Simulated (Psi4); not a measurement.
H4MgO2Si (SMILES [OH][Mg][O][SiH3]), singlet, geometry from GFN2-xTB (such geometries of metal compounds can be far from the true shape), atoms displaced at random by about 0.03 Å a coordinate; HF/6-31G, gradient (Psi4).

Here is a job for Psi4.
```
memory 2 GB

molecule mol {
0 1
Mg    1.195739   -0.195875    0.817829
O     1.088183    1.002693    1.964035
H     0.318991    1.607501    1.929998
O     0.000050   -0.526091   -0.499117
Si   -1.306361   -0.085767   -1.362383
H    -2.433614   -0.237468   -0.517140
H    -1.345384   -1.181158   -2.367056
H    -1.145611    1.190143   -1.873628
symmetry c1
no_reorient
no_com
}

set {
  basis 6-31g
  reference rhf
}

gradient('scf')
print_variables()
```

The log (banner, timings and long lists left out):

```
gradient() will perform analytic gradient computation.

   => Loading Basis Set <=

    Name: 6-31G
    Role: ORBITAL
    Keyword: BASIS

         ---------------------------------------------------------
                                   SCF
               by Justin Turney, Rob Parrish, Andy Simmonett
                          and Daniel G. A. Smith
                              RHF Reference
         ---------------------------------------------------------

  ==> Geometry <==

    Molecular point group: c1
    Full point group: C1

    Geometry (in Angstrom), charge = 0, multiplicity = 1:

       Center              X                  Y                   Z               Mass
    ------------   -----------------  -----------------  -----------------  -----------------
         MG           1.195739000000    -0.195875000000     0.817829000000    23.985041697000
         O            1.088183000000     1.002693000000     1.964035000000    15.994914619570
         H            0.318991000000     1.607501000000     1.929998000000     1.007825032230
         O            0.000050000000    -0.526091000000    -0.499117000000    15.994914619570
         SI          -1.306361000000    -0.085767000000    -1.362383000000    27.976926534650
         H           -2.433614000000    -0.237468000000    -0.517140000000     1.007825032230
         H           -1.345384000000    -1.181158000000    -2.367056000000     1.007825032230
         H           -1.145611000000     1.190143000000    -1.873628000000     1.007825032230

  Running in c1 symmetry.

  Rotational constants: A =      0.52200  B =      0.06616  C =      0.05993 [cm^-1]
  Rotational constants: A =  15649.26151  B =   1983.32313  C =   1796.79095 [MHz]
  Nuclear repulsion =  186.284421118757137

  Charge       = 0
  Multiplicity = 1
  Electrons    = 46
  Nalpha       = 23
  Nbeta        = 23

  ==> Algorithm <==

  SCF Algorithm Type is DF.
  DIIS enabled.
  MOM disabled.
  Fractional occupation disabled.
  Guess Type is SAD.
  Energy threshold   = 1.00e-08
  Density threshold  = 1.00e-08
  Integral threshold = 1.00e-12

  ==> Primary Basis <==

  Basis Set: 6-31G
    Blend: 6-31G
    Number of shells: 32
    Number of basis functions: 52
    Number of Cartesian functions: 52
    Spherical Harmonics?: false
    Max angular momentum: 1

   => Loading Basis Set <=

    Name: (6-31G AUX)
    Role: JKFIT
    Keyword: DF_BASIS_SCF

  ==> Integral Setup <==

[...]
  @DF-RHF Final Energy:  -640.52757726562459
    Total Energy =                       -640.5275772656245863
[...]
         MG           1.195739000000    -0.195875000000     0.817829000000    23.985041697000
         O            1.088183000000     1.002693000000     1.964035000000    15.994914619570
         H            0.318991000000     1.607501000000     1.929998000000     1.007825032230
         O            0.000050000000    -0.526091000000    -0.499117000000    15.994914619570
         SI          -1.306361000000    -0.085767000000    -1.362383000000    27.976926534650
         H           -2.433614000000    -0.237468000000    -0.517140000000     1.007825032230
         H           -1.345384000000    -1.181158000000    -2.367056000000     1.007825032230
         H           -1.145611000000     1.190143000000    -1.873628000000     1.007825032230

  Nuclear repulsion =  186.284421118757137

  ==> Basis Set <==

  Basis Set: 6-31G
    Blend: 6-31G
    Number of shells: 32
    Number of basis functions: 52
    Number of Cartesian functions: 52
    Spherical Harmonics?: false
    Max angular momentum: 1

  ==> DFJKGrad: Density-Fitted SCF Gradients <==

    Gradient:                    1
    J tasked:                  Yes
    K tasked:                  Yes
    wK tasked:                  No
    Integrals threads:           1
    Schwarz Cutoff:          1E-12
    Fitting Condition:       1E-10

   => Auxiliary Basis Set <=

  Basis Set: (6-31G AUX)
    Blend: CC-PVDZ-JKFIT + DEF2-UNIVERSAL-JKFIT
    Number of shells: 154
    Number of basis functions: 529
    Number of Cartesian functions: 529
    Spherical Harmonics?: false
    Max angular momentum: 4

  -Total Gradient:
     Atom            X                  Y                   Z
    ------   -----------------  -----------------  -----------------
       1        0.008137110420     0.062982452277     0.068302113622
       2        0.031837027144    -0.077068969945    -0.050920126960
       3       -0.029737747197     0.010482396938    -0.015140707192
       4       -0.048021461763     0.000354470359    -0.033632265540
       5       -0.010971944697     0.060630177091     0.008207442065
       6        0.034564249812    -0.005044243714    -0.014909959071
       7        0.012028327629    -0.005374931079     0.015256474210
       8        0.002164438649    -0.046961351927     0.022837028871

  Variable Map:
  ----------------------------------------------------------------------------
[...]
  Array Variable Map:
  ----------------------------------------------------------------------------
[...]
[...]
```
